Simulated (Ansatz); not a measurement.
Input and output for `N[CH](O)[InH2]`.

```yaml
crystal:
  periodic: [false, false, false]
  atoms:
    - {symbol: N, position_ang: [-1.286732, 1.092704, -0.600997]}
    - {symbol: C, position_ang: [0.353782, 0.504909, -0.205616]}
    - {symbol: O, position_ang: [1.202268, -0.371769, -1.515284]}
    - {symbol: In, position_ang: [0.225251, -1.315672, 1.824162]}
    - {symbol: H, position_ang: [-2.043009, 0.161279, -1.000747]}
    - {symbol: H, position_ang: [-1.297007, 2.019818, -1.467712]}
    - {symbol: H, position_ang: [1.097266, 1.589538, 0.175116]}
    - {symbol: H, position_ang: [1.490381, 0.402740, -2.393105]}
    - {symbol: H, position_ang: [-1.282687, -2.857588, 1.651613]}
    - {symbol: H, position_ang: [1.540487, -1.225958, 3.532559]}
basis:
  gaussian: {orbitals: def2-mTZVP}
magnetization: {spin_polarized: false, initial_magnetization: 2}
hamiltonian: {xc: {name: BHLYP}, pseudopotentials: {relativity: scalar}}
output: {forces: true}
```

```sh
$ ansatz run in.yaml --threads 4 --pin off --events-out ev --progress --plain --max-ram 10444MiB
```

Shortened log:

```
Functional definition: BHLYP
1193 factors; integrals over basis functions are off by at most 1.1e-3 eV
mean field evaluation 1: about -9823.9906 eV, gradient 5.8e1 eV
mean field evaluation 2: about -9824.0255 eV, gradient 5.8e1 eV
mean field evaluation 4: about -9829.5910 eV, gradient 2.8e1 eV
mean field evaluation 8: about -9832.0817 eV, gradient 3.2e0 eV
mean field evaluation 16: about -9832.1952 eV, gradient 5.8e-1 eV
mean field evaluation 32: about -9832.2119 eV, gradient 7.4e-3 eV
mean field -9832.21193428 eV, -361.3271240722 hartree, gradient 5.0e-7 eV, S^2 2.000000; 4 other end points of the search recorded, 0 dependent functions left out
reference -9832.21216203 eV, -361.3271324417 hartree; 25, 23 occupied and 91, 93 virtual orbitals, 1193 factors
Total energy: -9832.21216203 eV, -361.3271324417 hartree
Relativity: scalar
Atom 0 at    -1.286732     1.092704    -0.600997 Å, force     0.664717    -1.482945    -2.675163 eV/Å
Atom 1 at     0.353782     0.504909    -0.205616 Å, force     0.015590     4.568926    -5.983811 eV/Å
Atom 2 at     1.202268    -0.371769    -1.515284 Å, force    -0.800624     5.479450    -0.567224 eV/Å
Atom 3 at     0.225251    -1.315672     1.824162 Å, force    -0.260440    -1.625936     1.714561 eV/Å
Atom 4 at    -2.043009     0.161279    -1.000747 Å, force     3.785497     3.909482     1.297428 eV/Å
Atom 5 at    -1.297007     2.019818    -1.467712 Å, force     0.517458    -4.344397     3.361911 eV/Å
Atom 6 at     1.097266     1.589538     0.175116 Å, force    -2.500074    -3.868600    -1.041044 eV/Å
Atom 7 at     1.490381     0.402740    -2.393105 Å, force    -1.658773    -3.499368     4.701865 eV/Å
Atom 8 at    -1.282687    -2.857588     1.651613 Å, force     0.845833     0.901633     0.026128 eV/Å
Atom 9 at     1.540487    -1.225958     3.532559 Å, force    -0.609184    -0.038248    -0.834650 eV/Å
Dipole moment:    -0.033413     0.836584    -0.746875 e Å
```

Run time 12 s (4 threads of an AMD EPYC 7R13 on a shared host); peak host memory 0.41 GiB.
